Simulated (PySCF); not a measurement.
# How methods differ on the ionisation energy of Hf²⁺

Hf²⁺ [Xe] 4f14 5d2 [5d3/2^2, M_J = 2] → Hf³⁺ [Xe] 4f14 5d1 [5d3/2^1, M_J = 3/2], as a difference of total energies. Computed with PySCF 2.14 in x2c-TZVPPall-2c (11s11p10d3f1g, 124 functions), with the two-component X2C-1e Hamiltonian. Correlated levels: [Kr] 4d10 4f14 frozen; the 34 highest virtual spinors dropped. "Screened" scales the spin-orbit matrix elements by Boettger's factors to mimic the two-electron term; Breit and QED terms are absent.

```json
{"method": "GHF (spin-free)", "ionisation energy (eV)": "21.438"}
{"method": "GMP2 (spin-free)", "ionisation energy (eV)": "21.881"}
{"method": "GHF (screened spin-orbit)", "ionisation energy (eV)": "21.513"}
{"method": "GMP2 (screened spin-orbit)", "ionisation energy (eV)": "22.013"}
```

Q: How much does correlation contribute at GMP2 (screened spin-orbit)?

A: 22.013 − (21.513) = 0.500 eV, measured against GHF (screened spin-orbit).

The spin-free rows relax to the high-spin LS determinant and lack the spin-orbit shift.

Errors of the correlated levels include the incompleteness of this basis and the frozen core.

The labels give the starting determinants; with spin-orbit coupling the two ends relaxed to ⟨J²⟩ = 6.29, ⟨L²⟩ = 10.81, ⟨S²⟩ = 1.77 and ⟨J²⟩ = 3.75, ⟨L²⟩ = 6.11, ⟨S²⟩ = 0.86.

For comparison: 22.55 ± 0.04 eV (theoretical estimate listed by NIST; NIST Atomic Spectra Database, ionization energies).
